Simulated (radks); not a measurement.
Values are calculated unless marked as measured or tabulated.
All-electron atom: the ruthenium ion Ru28+ in [Ne] 3s2 3p4.

Code: a radial shooting solver on a logarithmic mesh with Libxc functionals. Model: Dirac Kohn-Sham, LB94 model potential, spin-unpolarised, spherical densities, finite nucleus; open shells fill j = l - 1/2 first; Fermi nuclear charge, rms radius 4.4809 fm.

Energy parts (hartree):
| part | energy |
|---|---|
| kinetic | 4170.32182 |
| electron-nucleus | -8748.37856 |
| Hartree | 689.61628 |
(The LB94 potential has no energy functional, so no total or exchange-correlation energy is given.)

Orbitals (lengths in bohr, moments of r in powers of bohr; <r^-3> diverges for s and p1/2):
orbital	occ.	eigenvalue (hartree)	<r^4>	<r>	<1/r>	<r^-3>	small-component weight
1s1/2	2	-861.3745	5.858e-06	0.03338	45.92	-	2.59e-02
2s1/2	2	-166.9435	0.0009969	0.1434	10.62	-	5.47e-03
2p1/2	2	-158.6347	0.0006506	0.1218	10.59	-	5.47e-03
2p3/2	4	-153.6769	0.0007324	0.1264	10.04	2879	5.28e-03
3s1/2	2	-61.93896	0.03147	0.3588	4.146	-	1.92e-03
3p1/2	2	-58.99756	0.02842	0.3437	4.102	-	1.89e-03
3p3/2	2	-57.84909	0.03074	0.3512	3.960	677.0	1.84e-03
3d3/2	0	-53.50748	0.02032	0.3079	3.857	112.3	1.76e-03
3d5/2	0	-53.24307	0.02081	0.3102	3.821	106.8	1.74e-03
4s1/2	0	-32.21815	0.3720	0.6802	2.181	-	9.58e-04

The highest occupied level is 3p3/2 at -1574.2 eV. The electron density at the nucleus is 1.106e+05 e/bohr^3. For comparison, the ionisation energy in NIST's Atomic Spectra Database is 1577 eV (semi-empirical). In exact Kohn-Sham theory the highest level is minus the ionisation energy, but local and semilocal functionals leave it too shallow, through self-interaction and a potential that decays too fast; potentials with the right tail come closer. Summed over all electrons, <r^2> = 1.016 bohr^2, which gives a Langevin (diamagnetic) susceptibility term of -0.804 x 10^-6 cm^3/mol.

Beside tabulated values, note that spin-unpolarised runs miss the spin-polarisation part of the exchange energy of open shells.
